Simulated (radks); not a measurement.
Values are calculated unless marked as measured or tabulated.
All-electron atom: As I in [Ar] 3d10 4s2 4p3 (the NIST ground configuration). Code: a radial shooting solver on a logarithmic mesh with Libxc functionals. Model: scalar-relativistic Kohn-Sham, LDA (Slater exchange, VWN5 correlation), spin-polarised, spherical densities, finite nucleus; open shells are filled with parallel spins first; Fermi nuclear charge, rms radius 4.0968 fm; hard spherical wall at 4 bohr.

Radial electron density D(r) = 4 pi r^2 rho(r):

r (bohr)  D(r) (e/bohr)   spin D(r)
0.003648          3.722  -0.0000827
0.004712          5.703   -0.000118
0.006038          8.457   -0.000152
0.007737          12.24   -0.000164
0.009915          17.16  -0.0000910
0.01281           23.33    0.000237
0.01641           29.85     0.00115
0.02103           35.83     0.00337
0.02695           39.80     0.00821
0.03454           40.47      0.0178
0.04461           37.69      0.0356
0.05717           34.02      0.0623
0.07326           33.43      0.0947
0.09388           38.29       0.119
0.1213            45.64       0.110
0.1554            47.12      0.0538
0.1991            39.01     -0.0144
0.2552            28.00    -0.00497
0.3297            24.83       0.134
0.4224            29.27       0.266
0.5413            30.08       0.198
0.6937            22.39     0.00478
0.8961            12.02      0.0753
1.148             6.043       0.651
1.472             4.109        1.45
1.886             3.392        1.86
2.436             2.193        1.45
3.121            0.7355       0.534

D(r) has 3 maxima, at r = 0.0319, 0.143, 0.492 bohr, and minima at 0.0671, 0.312 bohr, inside which lie 2.08, 10.99 electrons.
